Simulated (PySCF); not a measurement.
## Computed spin Hamiltonian

Compound: C4H5O2S (doublet state).
Numbering: `[CH3:1][C:2](=[S:3])[O:4][CH:5][CH:6]=[O:7]` (hydrogens: H8, H9, H10 on C1; H11 on C5; H12 on C6)

Structure used (GFN2-xTB), in Å, numbered top down from 1:
```xyz
12
C4H5O2S angstrom
C     -2.1030   -0.6351    0.2348
C     -1.0082    0.3638    0.0675
S     -1.2885    1.9615   -0.2259
O      0.2027   -0.1598    0.1761
C      1.3322    0.5220    0.0685
C      2.5765   -0.1642    0.2033
O      2.7114   -1.3564    0.4141
H     -2.7319   -0.3580    1.0797
H     -1.6831   -1.6244    0.3991
H     -2.7347   -0.6449   -0.6521
H      1.2807    1.5877   -0.1196
H      3.4472    0.5071    0.0933
```

The hyperfine couplings belong to this conformer and change with its torsions.

Method used: PySCF, UKS B3LYP, pcH-1 on C H O S, non-relativistic, mean-field spin-orbit, GIAO. Isolated species at its GFN2-xTB geometry (one conformer only). The geometry wasn't refined by DFT: couplings that depend on bond lengths, twists or pyramidal angles can differ widely from those at the functional's own minimum. Stability of the SCF solution: not tested.

```
g1, g2, g3                      : 2.00208, 2.00573, 2.01302
g_iso                           : 2.00694
Form of g                       : rhombic: the two nearest values differ by 33 % of g3 − g1
⟨S²⟩                            : 0.7634 (exact 0.7500)
HOMO–LUMO gap, α and β orbitals : 4.63, 2.73 eV
```

Hyperfine couplings atom by atom, in 10⁻⁴ cm⁻¹; T1 to T3 are the principal values of the dipolar part (1 × 10⁻⁴ cm⁻¹ = 2.998 MHz):

```tsv
atom	isotope	a_iso	of which spin–orbit	T1	T2	T3	Mulliken spin population
C1	13C	-0.6	0.0	-0.1	-0.1	0.2	0.00
C2	13C	-0.3	0.0	-0.5	0.3	0.3	-0.01
S3	33S	0.6	0.1	-3.4	-3.3	6.7	0.12
O4	17O	-1.9	0.0	-8.5	3.9	4.5	0.03
C5	13C	20.0	-0.1	-19.2	-18.4	37.6	0.69
C6	13C	-11.5	0.0	-3.7	0.7	3.0	-0.10
O7	17O	-6.7	-0.2	-31.1	15.5	15.6	0.30
H8	1H	0.9	0.0	-0.3	-0.2	0.6	0.00
H9	1H	-0.1	0.0	-0.5	-0.4	0.9	0.00
H10	1H	0.8	0.0	-0.3	-0.2	0.6	0.00
H11	1H	-15.9	0.0	-8.5	-0.5	9.0	-0.03
H12	1H	-1.3	0.0	-1.6	-0.9	2.5	0.00
```

The Mulliken spin populations are largest on C5 (+0.69), O7 (+0.30), S3 (+0.12) and C6 (-0.10). The angles at C5 add up to 360.0°, so it is planar; its axial dipolar tensor and the negative coupling of its proton fit spin in a p orbital normal to that plane.

Axes: g2 points within 13° of the O4–C5 bond and g3 points within 10° of the C2–S3 bond.

Under fast tumbling the dipolar parts average out, and these isotropic splittings remain: 1 × 1H (H11, I = 1/2, 2 lines) with 1.70 mT, 1 × 1H (H12, I = 1/2, 2 lines) with 0.14 mT and 3 × 1H (H8/H9/H10, I = 1/2, 4 lines) with 0.06 mT.

Class means assume fast exchange of nuclei equivalent by connectivity; if that motion is slow, each nucleus keeps its own coupling.

The 17O coupling of O7 (-20.2 MHz) shows only in satellite lines or after enrichment, since that isotope makes up about 0.038 % of natural oxygen.

The 13C coupling of C5 (59.8 MHz) shows only in satellite lines or after enrichment, since that isotope makes up about 1.07 % of natural carbon.

β density exceeds α density at some nuclei, such as C6 (-0.0306), H11 (-0.0107) and C1 (-0.0016), spin density in bohr⁻³. In a single determinant that takes different orbitals for the two spins, that is spin polarisation.
